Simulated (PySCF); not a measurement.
Mayer bond orders and bond lengths

Species: C₂H₉F₂NSi₃.
SMILES with atom numbers: `[H]/[N:1]=[CH:2]\[C:3]([F:4])([F:5])[SiH2:6][SiH2:7][SiH3:8]` (hydrogens: H9 on N1; H10 on C2; H11, H12 on Si6; H13, H14 on Si7; H15, H16, H17 on Si8)

Cartesian coordinates in Å at the GFN2-xTB level; atoms count from 1:
```xyz
17
C2H9F2NSi3 angstrom
N     -3.0919   -1.3910   -1.0910
C     -2.6032   -0.8508   -0.0712
C     -1.1738   -0.5401    0.1894
F     -0.8760   -0.6284    1.5288
F     -0.3414   -1.4550   -0.4192
Si    -0.6560    1.2424   -0.4406
Si     1.5612    1.4490    0.2228
Si     2.7474   -0.5348    0.5063
H     -2.4050   -1.7137   -1.7726
H     -3.2816   -0.4925    0.6967
H     -0.9826    1.1479   -1.8685
H     -1.7010    2.0924    0.1405
H      1.5447    2.2720    1.4457
H      2.1740    2.3403   -0.7791
H      2.1618   -1.3661    1.5554
H      2.7793   -1.3007   -0.7412
H      4.1372   -0.2590    0.8880
```

Bond orders from the PBE0/pcSseg-1 density (PySCF). Geometry: GFN2-xTB, one conformer, isolated molecule.

Task: Where do the orders between heavy atoms depart from those drawn in the SMILES?

Result: The largest departure is 0.212, at C3–Si6 (drawn single, 0.788). Drawn single, order below 0.88: C3–F4 (0.879), C3–Si6 (0.788) and Si6–Si7 (0.870).

Task: Set the Mayer orders of the bonds beside their lengths.

Result: 
```tsv
bond	drawn as	length (Å)	Mayer order
N1–C2	double	1.253	2.065
C2–C3	single	1.486	0.959
C3–F4	single	1.375	0.879
C3–F5	single	1.379	0.885
C3–Si6	single	1.960	0.788
Si6–Si7	single	2.324	0.870
Si7–Si8	single	2.329	0.894
N1–H9	single	1.020	0.931
C2–H10	single	1.085	0.934
Si6–H11	single	1.468	0.935
Si6–H12	single	1.467	0.939
Si7–H13	single	1.474	0.922
Si7–H14	single	1.474	0.919
Si8–H15	single	1.461	0.935
Si8–H16	single	1.464	0.932
Si8–H17	single	1.467	0.927
```

Bonds between the same two heavy elements. C–F: all 2 within 0.02 of one another (0.879 to 0.885). Si–Si: lowest Si6–Si7 (0.870, 2.324 Å), highest Si7–Si8 (0.894, 2.329 Å); in 1 of the 1 pairs the longer bond (by over 0.003 Å) has the higher order (by 0.02 or more).

Task: Sum the orders of all bonds at each heavy atom with more than one neighbour and set the sums beside the valence in the SMILES.

Result: N1 2.996 (drawn 3), C2 3.958 (drawn 4), C3 3.511 (drawn 4), Si6 3.532 (drawn 4), Si7 3.605 (drawn 4), Si8 3.688 (drawn 4). Orders between atoms that aren't bonded are not in these sums.

The Mayer order sums products of elements of PS (density times overlap matrix) between the two atoms' basis functions, so it depends on the basis set.

The run behind these numbers computed NMR shieldings as well. Time: 65 s of wall time; peak memory 0.91 GiB. Hardware: one thread, Arm Neoverse N1 (aarch64), shared host with 64 logical CPUs at a one-minute load of 62.
